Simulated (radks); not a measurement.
The numbers below are computed, except where a source is named.
Question: Neutral nitrogen, [He] 2s2 2p3. Level of theory: non-relativistic Kohn-Sham, r2SCAN, spin-polarised, spherical densities, point nucleus; meta-GGA in the generalised Kohn-Sham scheme (a radial shooting solver on a logarithmic mesh with Libxc functionals). Every spin shell is full or empty, so the densities are truly spherical. Functionals are evaluated on that one density, not self-consistently. Rank these orbital-free kinetic functionals by their error against the exact value of the orbitals, and give that value: Thomas-Fermi, TF + vW/9, LC94, APBEK, revAPBEK, Perdew 92, Thakkar, LKT, PG1, Ernzerhof.

Answer: Exact: 54.4338 hartree. From best to worst, with 100 (|E| - |E exact|)/|E exact| (equal figures are ties): Perdew 92 -0.04, TF + vW/9 -0.06, LC94 +0.22, APBEK +0.30, Thakkar +0.31, revAPBEK +0.94, Ernzerhof +1.41, Thomas-Fermi -9.06, PG1 +38.22, LKT +45.14.
